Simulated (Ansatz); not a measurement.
Reaction (ligand exchange at the Si–O bond): `[SiH3]O[SiH2]S` + `C=N` → `C=N[SiH2]S` + `O[SiH3]`

Calculated with Ansatz (gas phase, PBE0-D4/def2-TZVP geometries, no zero-point term in ΔE). CBS: MP2 limit from def2 TZ/QZ plus the TZ coupled-cluster correction, frozen cores. This one scheme is used for every species. Functionals use def2-TZVPP. Each species was taken in one conformer, which may not be the lowest.

```json
{"species": "`[SiH3]O[SiH2]S`", "B97M-V energy (Eh)": "-1055.91592"}
{"species": "`C=N`", "B97M-V energy (Eh)": "-94.65675"}
{"species": "`C=N[SiH2]S`", "B97M-V energy (Eh)": "-783.44483"}
{"species": "`O[SiH3]`", "B97M-V energy (Eh)": "-367.09867"}
```

Work out ΔE.

ΔE = (-783.44483) + (-367.09867) − (-1055.91592) − (-94.65675) = 0.02917 Eh = +0.79 eV. CCSD(T)/CBS gives +0.81 eV.

What do rigid-rotor, harmonic-oscillator terms from PBE0-D4/def2-TZVP frequencies (298.15 K, 1 bar) make of the CCSD(T)/CBS value? (Best estimate.)

Computed: ΔZPE = -0.04 eV, ΔH = +0.77 eV, ΔS = -8 J/(mol·K), ΔG = +0.79 eV. Modes under 50 cm⁻¹ make the entropy rough.

Largest T1 diagnostic among the species: 0.013.

In def2-TZVPP, CCSD(T) changes the Hartree–Fock value by −0.07 eV (the triples alone add −0.02 eV) and MP2 by −0.10 eV. Leaving LDA and LC-ωPBE aside and taking each functional with its dispersion term where it has one, the values, not all of them listed here, spread over 0.16 eV, from revPBE-D4 to BHLYP-D4.
